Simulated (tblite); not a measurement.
Species: C₄H₉ClGeO.
Numbering: `[CH3:1][GeH2:2][O:3][CH2:4]/[CH:5]=[CH:6]/[Cl:7]` (hydrogens: H8, H9, H10 on C1; H11, H12 on Ge2; H13, H14 on C4; H15 on C5; H16 on C6)

Computed with GFN2-xTB (tblite), gas phase: L-BFGS steps from a force-field or distance-geometry start until the largest atomic force falls under 0.01 eV/Å.

Geometry at step 31:
```
atom  x, y, z in Å
C1     -3.0226    0.8095    0.3529
Ge2    -1.7767   -0.5660   -0.2803
O3     -0.1837    0.1380    0.0682
C4      0.9529   -0.4597    0.6522
C5      2.1534    0.4021    0.3910
C6      3.3013   -0.0788   -0.0510
Cl7     4.7100    0.8765   -0.2824
H8     -3.3748    0.5761    1.3552
H9     -2.5139    1.7698    0.3909
H10    -3.8914    0.9073   -0.2912
H11    -1.8127   -0.8124   -1.7718
H12    -1.9364   -1.8997    0.4277
H13     1.1206   -1.4711    0.2640
H14     0.7853   -0.5227    1.7387
H15     2.0344    1.4539    0.6046
H16     3.4464   -1.1138   -0.3129
```

Task: Give the atomic forces at this geometry.

Result: 
```
atom  Fx (eV/Å)  Fy (eV/Å)  Fz (eV/Å)
  C1     -0.083      0.116      0.050
 Ge2      0.063      0.057     -0.033
  O3     -0.115     -0.024     -0.014
  C4     -0.091      0.025     -0.031
  C5      0.002     -0.022      0.113
  C6     -0.048     -0.018     -0.104
 Cl7     -0.039      0.049     -0.002
  H8      0.018     -0.004      0.009
  H9      0.016     -0.019     -0.037
 H10      0.000     -0.035     -0.029
 H11      0.032     -0.014      0.032
 H12      0.091      0.015     -0.016
 H13      0.019      0.027      0.034
 H14      0.144     -0.047     -0.040
 H15     -0.040     -0.013      0.023
 H16      0.029     -0.093      0.046
```

The largest, 0.16 eV/Å, acts on H14; the rms over all components is 0.054 eV/Å. The forces sum to zero within rounding, as they must for an isolated molecule in no field.

Task: Give the force on H14 in Eh/bohr and in nN.

Result: 0.157 eV/Å ÷ 51.422 = 0.00305 Eh/bohr, and 0.157 eV/Å × 1.602 = 0.25 nN.

Task: How far is this geometry from the end of the optimisation?

Result: 0.158 eV above it, and 0.956 Å rms away after alignment. The bonds farthest from their final lengths, with half the difference of the two atoms' forces along the bond (positive lengthens):

```
   bond  now (Å)  final (Å)  force along bond (eV/Å)
 Ge2–O3    1.776      1.771                    -0.09
 C4–H14    1.101      1.097                    -0.02
  O3–C4    1.411      1.408                     0.00
Ge2–H12    1.518      1.516                    +0.02
 C6–H16    1.077      1.080                    +0.02
 C1–Ge2    1.961      1.959                    +0.08
```

The angle farthest from its final value is Ge2–O3–C4, 129.5° against 125.6°.

The cost below is that of the whole relaxation. On one thread, Arm Neoverse V2 (aarch64) (shared host), this took 1.3 s.
